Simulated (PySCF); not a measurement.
**PbSBr2: from structure and modes to constants**

All numbers come from B3LYP in PySCF with Pb def2-SVP with ECP60, S def2-SVP, Br def2-SVP; scalar-relativistic core potentials, no spin–orbit coupling; density-fitted integrals.

The singlet minimum has C2v symmetry. Masses (u): Pb 207.97664, S 31.97207, Br 78.91834.

```xyz
4
charge 0 multiplicity 1, angstrom
Pb    0.0000    0.0000    0.4562
S     0.0000    0.0000    2.7904
Br    2.0375    0.0000   -1.1693
Br   -2.0375    0.0000   -1.1693
```

Harmonic wavenumbers (cm⁻¹): 63.6 (b1, ×1), 66.3 (a1, ×1), 71.8 (b2, ×1), 204.4 (a1, ×1), 213.7 (b2, ×1), 389.4 (a1, ×1).

Find the principal moments of inertia and the rotational constants. What kind of rotor is it?

About the centre of mass I = 508.05, 655.25, 1163.3 u Å². With B = 16.8576/I this gives 0.03318, 0.02573, 0.01449 cm⁻¹. The molecule is an asymmetric top with κ = 0.20.

What is the harmonic zero-point energy?

Half the sum of all 6 wavenumbers, 1009/2 = 505 cm⁻¹, which is 6.0 kJ/mol (1 cm⁻¹ = 0.0119627 kJ/mol).

Find the vibrational entropy and heat capacity at 298.15 K.

With u = 1.43878 ω/T, each mode gives S = R[u/(eᵘ−1) − ln(1−e⁻ᵘ)] and C = R u² eᵘ/(eᵘ−1)².
| ω (cm⁻¹) | u | S (J/(mol K)) | C (J/(mol K)) |
| --- | --- | --- | --- |
| 63.6 | 0.307 | 18.17 | 8.25 |
| 66.3 | 0.320 | 17.82 | 8.24 |
| 71.8 | 0.347 | 17.17 | 8.23 |
| 204.4 | 0.986 | 8.76 | 7.67 |
| 213.7 | 1.031 | 8.42 | 7.61 |
| 389.4 | 1.879 | 4.19 | 6.25 |
The sums over all modes are S = 74.5 and C = 46.3 J/(mol K); the softest mode gives 24 % of the entropy.

Only a few start shapes were tried, so a lower isomer may exist. With an element this heavy the missing spin–orbit coupling can shift these numbers.
